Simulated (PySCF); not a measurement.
Species: C₄H₂F₃O₂ (doublet state).
Atom-mapped SMILES: `[O:1]=[CH:2][O:3]/[CH:4]=[C:5]/[C:6]([F:7])([F:8])[F:9]` (hydrogens: H10 on C2; H11 on C4)

Cartesian coordinates in Å at the GFN2-xTB level; atoms count from 1:
```
atom  x, y, z in Å
O1    -1.5641    0.5951    1.1388
C2    -2.2156    0.1008    0.2638
O3    -1.7108   -0.4788   -0.8114
C4    -0.3313   -0.4771   -0.8597
C5     0.3783    0.0604    0.0919
C6     1.8054    0.2370    0.3606
F7     2.1686    1.5246    0.3932
F8     2.5865   -0.3433   -0.5959
F9     2.1851   -0.3105    1.5204
H10   -3.3139    0.0634    0.2394
H11    0.0172   -0.9690   -1.7671
```

The hyperfine couplings belong to this conformer and change with its torsions.

Level of theory: UKS B3LYP, pcH-1 on C F H O, non-relativistic, mean-field spin-orbit, GIAO (PySCF 2.14.0). One conformer (not necessarily the lowest) at the GFN2-xTB geometry, without solvent, vibrations or thermal averaging. A GFN2-xTB geometry isn't a minimum of the functional, and hyperfine couplings can be far from their values at a DFT geometry. No stability test was run, so a lower SCF solution isn't excluded.

Q: Give the isotropic g value and a_iso(13C) at C5.

A: g_iso = 2.00224 and a = +422.21 MHz, or +15.066 mT (Mulliken spin population +0.89). 13C makes up about 1.07 % of the natural element, so this concerns labelled samples or satellites.

Q: For one electron spin and this one nucleus (I = 1/2, g_N = 1.4048), compare first-order, second-order and exact resonance fields at 9.371 GHz.

A: B0 = hν/(g μB) = 334.394 mT and a/B0 = 0.0451. B(1) = B0 − a·mI, B(2) = B(1) − a²[I(I+1) − mI²]/(2B0); the exact values solve the Breit–Rabi equation, nuclear Zeeman term included.

```tsv
mI	first order (mT)	second order (mT)	exact (mT)	exact − first order
−1/2	341.927	341.758	341.761	-0.166
+1/2	326.861	326.692	326.688	-0.174
```

Q: Someone takes the midpoint and the distance of the outer exact lines at face value. What g and a result?

A: Their midpoint, 334.225 mT, gives an apparent g of 2.00325 (true 2.00224), and their distance over 2I an apparent |a| of 15.074 mT (true 15.066).

Q: What levels remain at zero field?

A: F = I ± 1/2 = 1 and 0, at a·I/2 = +105.6 MHz and −a(I+1)/2 = -316.7 MHz, that is |a|(I + 1/2) = 422.2 MHz apart; F = 0 lies lower.

Other couplings of abundant isotopes, left aside here: 1 × 1H 104 MHz, 3 × 19F 55 MHz, 1 × 1H 44 MHz.

Means are taken over nuclei equivalent by connectivity, which assumes that they swap fast. The three 19F nuclei of mean +55.0 MHz run from 5.3 to 150.3 MHz in the frozen geometry.
